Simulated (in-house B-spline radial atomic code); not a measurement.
## LDA VWN5 excitations of neutral calcium

Method: LDA VWN5. Computed with an all-electron radial atomic-structure program (B-spline basis): linear response of the closed shell [Ar] 4s2 with the functional's adiabatic kernel; scalar-relativistic (spin-free one-electron X2C), finite nucleus, no spin-orbit coupling, no double excitations, S, P, D and F terms only; shells from n = 2 respond.

Command:
```bash
python run_td.py task.json out
```
Settings (radii: box in bohr, nucleus in fm):
```
Z                        20
electrons                20
configuration            [Ar] 4s2
hamiltonian              x2c
method                   lda,vwn
box_radius               75
rms_radius               3.4776
intervals                78
```

Time taken, with all properties: 0.4 s on 1 thread of AMD EPYC 9R45 96-Core Processor (Zen 5), with other jobs on the host.

The lowest states, in the order of their Tamm-Dancoff energies; the method's threshold (minus the highest occupied level) is 3.862 eV. Labels give the largest channel, * marks a mixed state, and oscillator strengths are full-response dipole values. Measured ¹D terms are left out, since they can mix with doubly excited terms. Semilocal kernels can invert the small singlet-triplet splittings of Rydberg terms. Energies in eV:

```csv
state,full response,Tamm-Dancoff,oscillator strength,measured (J-weighted term)
4s → 3d 3D,1.342,1.393,-,2.524
4s → 3d 1D,1.846,1.854,-,-
4s → 4p 3P,?,?,-,?
4s → 4p 1P,?,?,?,?
4s → 5s 3S,3.725,3.727,-,3.910
```

**Question.** Where does 4s → 4p 3P lie?

**Answer.** At 1.926 eV in full response, 1.987 eV in Tamm-Dancoff; measured 1.892 eV.

**Question.** Where does 4s → 4p 1P lie?

**Answer.** At 3.098 eV in full response, 3.255 eV in Tamm-Dancoff, oscillator strength 1.76; measured 2.933 eV.

**Question.** How large is the singlet-triplet splitting of 4s → 3d (D terms) in Tamm-Dancoff?

**Answer.** 0.46 eV, from the unrounded values.

**Question.** What polarisabilities and dispersion coefficient does the method give?

**Answer.** Dipole 146.6 bohr³, quadrupole 3209 bohr⁵, C6 1954 hartree·bohr⁶ for two such species. Recommended dipole value: 160.8 ± 4 bohr³ (Schwerdtfeger and Nagle, table of static dipole polarizabilities (2023 update)), which includes relativity and correlation.
